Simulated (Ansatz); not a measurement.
CH4GaO can be A, `C[O][GaH]`•, or B, `[CH3][Ga][OH]`•.

Calculated with Ansatz (gas phase, PBE0-D4/def2-TZVP geometries, no zero-point term in ΔE). CCSD(T)/CBS is the MP2 limit (def2-TZVPP, def2-QZVPP) plus CCSD(T) − MP2 in def2-TZVPP, frozen cores. Functionals use def2-TZVPP. No spin–orbit coupling; open shells (•) take unrestricted orbitals. For Ga outer-core shells are correlated without core-valence functions, which leaves a few kJ/mol of doubt a bond. Scalar relativity is left out up to krypton. Each species was taken in one conformer, which may not be the lowest.

A:

Z-matrix (Å, degrees):
```
C
O 1 1.401
H 1 1.096 2 109.9
H 1 1.097 2 113.2 3 120.7
H 1 1.096 2 109.9 3 -118.6
Ga 2 1.791 1 128.8 3 -120.8
H 6 1.601 2 112.5 1 -179.9
```

B:

Z-matrix (Å, degrees):
```
C
Ga 1 2.009
H 1 1.088 2 111.7
H 1 1.093 2 108.1 3 120.9
H 1 1.093 2 108.1 3 -120.9
O 2 1.805 1 117.7 3 179.4
H 6 0.961 2 114.4 1 -0.1
```

(1) Which is lower in electronic energy at CCSD(T)/CBS, and by how much? (An estimate is asked.)

(2) Give E(B) − E(A) in kJ/mol with r2SCAN-D4, ωB97M-V, B2PLYP, BLYP-D4, LDA (SPW92), HF/def2-TZVPP, CCSD(T)/def2-SVP. (Best estimate.)

(3) Does the order hold for the free energy at 298.15 K (harmonic terms from PBE0-D4)? (Best estimate.)

Largest T1 diagnostic: 0.018.

## Answers

(1) The calculation gave: B, by 96.6 kJ/mol.

(2) The calculation gave: r2SCAN-D4 -86.0, ωB97M-V -87.4, B2PLYP -87.0, BLYP-D4 -77.7, LDA (SPW92) -79.4, HF/def2-TZVPP -76.2, CCSD(T)/def2-SVP -67.4. None reverses the order clearly.

(3) The calculation gave: Yes: G(B) − G(A) = -95.1 kJ/mol, for one conformer each. Modes under 60 cm⁻¹, often nearly free rotors, make the harmonic entropy too high.

At CCSD(T), def2-SVP lies +29.3 kJ/mol from the extrapolated value and def2-TZVPP +5.5 kJ/mol. In def2-TZVPP, CCSD(T) changes the Hartree–Fock value by −14.9 kJ/mol (the triples alone add −0.7 kJ/mol) and MP2 by −23.9 kJ/mol.
